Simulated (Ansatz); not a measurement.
CH6BFGe can be A, `B[CH](F)[GeH3]`, or B, `C[BH][GeH2][F]`.

Gas-phase electronic energies from Ansatz, PBE0-D4/def2-TZVP geometries. CCSD(T)/CBS is the MP2 limit (def2-TZVPP, def2-QZVPP) plus CCSD(T) − MP2 in def2-TZVPP, frozen cores. DFT in def2-TZVPP. B3LYP here is the variant with VWN-RPA as its local correlation; programs differ in this. For Ge outer-core shells are correlated without core-valence functions, which leaves a few kJ/mol of doubt a bond. Scalar relativity is left out up to krypton. One conformer a species, not always the lowest.

A:

```xyz
10

B    -0.2389    1.3497   -0.3984
C     0.4937    0.1174   -0.8582
F     0.0531   -0.5580   -1.9762
Ge   -0.1045   -0.9336    0.8093
H    -1.3149    1.6318   -0.8306
H     0.2452    1.9608    0.5114
H     1.5823    0.0539   -0.8010
H    -0.2915   -2.3597    0.2833
H     1.0021   -0.8488    1.8663
H    -1.4266   -0.4135    1.3941
```

B:

Z-matrix (Å, degrees):
```
C
B 1 1.548
H 1 1.091 2 117.0
H 1 1.104 2 103.7 3 117.2
H 1 1.093 2 113.4 3 -129.6
Ge 2 2.063 1 121.8 3 -17.0
H 2 1.197 1 119.9 3 165.8
F 6 1.753 2 110.1 1 -173.2
H 6 1.543 2 114.5 1 -55.6
H 6 1.544 2 113.5 1 69.6
```

(1) Which is lower in electronic energy at CCSD(T)/CBS, and by how much? (An estimate is asked.)

(2) Give E(B) − E(A) in kcal/mol with CCSD(T)/def2-TZVPP, PBE-D4, PBE0-D4, CCSD/def2-TZVPP, HF/def2-TZVPP, B3LYP, B2PLYP. (Estimate.)

Largest T1 diagnostic: 0.012.

Answers

(1) Computed: B, by 37.6 kcal/mol.

(2) Ansatz gave: CCSD(T)/def2-TZVPP -36.9, PBE-D4 -34.1, PBE0-D4 -35.8, CCSD/def2-TZVPP -37.9, HF/def2-TZVPP -41.7, B3LYP -37.1, B2PLYP -37.7. None reverses the order clearly.

The D4 term adds +0.8 kcal/mol with B3LYP and +0.4 kcal/mol with PBE0; it sums over pairs of atoms, weighted by their polarisabilities, and B3LYP, whose exchange is more repulsive, gets the larger term. From PBE to PBE0 (25 % exact exchange), in def2-TZVPP and without D4, E(B) − E(A) moves by −1.6 kcal/mol.
